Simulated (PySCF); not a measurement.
Coordinates in bohr (charge 0 multiplicity 2):
```
Ge    0.0000    0.0000    0.0000
O     3.4314    0.2195    0.0000
O    -1.9059    2.8619    0.0000
O    -1.5256   -3.0815    0.0000
H     4.2258   -1.4258    0.0000
H    -0.8781    4.3725    0.0000
H    -3.3477   -2.9467    0.0000
```

Computed with PySCF, UPBE0, basis Ge def2-TZVP, O def2-TZVP, H def2-TZVP (no relativity, density fitting).

This geometry of Ge(OH)₃ is a stationary point at this level.

(1) What is the point group?

(2) Is it a minimum?

(3) List the harmonic modes with their infrared intensities.

(4) What are the dipole moment and the gap between the highest occupied and lowest empty levels of either spin?

## Answers

(1) C3h.

(2) No: it has 3 imaginary modes, at 491i cm⁻¹ (a''), 109i cm⁻¹ (e').

(3) 
| symmetry | ω (cm⁻¹) | IR (km/mol, summed over degenerate members) |
| --- | --- | --- |
| a'' | 491i | – |
| e' | 109i | – |
| a'' | 283 | 277 |
| e'' | 326 | 0.0 |
| a' | 547 | 0.0 |
| e' | 579 | 416 |
| e' | 781 | 148 |
| a' | 783 | 0.0 |
| e' | 3792 | 136 |
| a' | 3794 | 0.0 |

(4) 0.00 D and 2.74 eV.

Other isomers or separated fragments may lie lower. At this level a doublet minimum of C3 symmetry lies 120 kJ/mol below this structure.
